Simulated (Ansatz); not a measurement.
Frontier orbitals of AlF2I (`[F][Al]([F])[I]`).

```csv
atom,x (Å),y (Å),z (Å)
F1,-1.1691,-1.2859,0.0024
Al2,0.0377,-0.1854,0.0124
F3,1.5770,-0.7183,0.1319
I4,-0.4456,2.1896,-0.1466
```

The species carries charge 0 and has multiplicity 1. Correlated methods include outer-core shells of I, which these sets cover unevenly. I: def2 effective core potential. All single points use the PBE0-D4/def2-TZVP geometry. Basis def2-TZVPP, the Gaussian-basis code of Ansatz.

Orbital energies of one run (eV). Highest occupied ones, from the top: -8.39, -8.56, -10.23, -11.84, -12.05, -12.42, -12.49, -13.09, -14.07, -19.94, -32.55, -32.78, -53.07, -53.07. Empty: -1.58, -0.86, 1.16, 1.70, 2.13, 3.57.

Problem. Which functional gave them?
A. PBE0
B. LC-ωPBE
C. r2SCANh
D. revPBE

Solution. A. HOMO energies: PBE0 -8.39, LC-ωPBE -10.99, r2SCANh -7.95, revPBE -7.15 eV.

LC-ωPBE has ω = 0.4 bohr⁻¹.
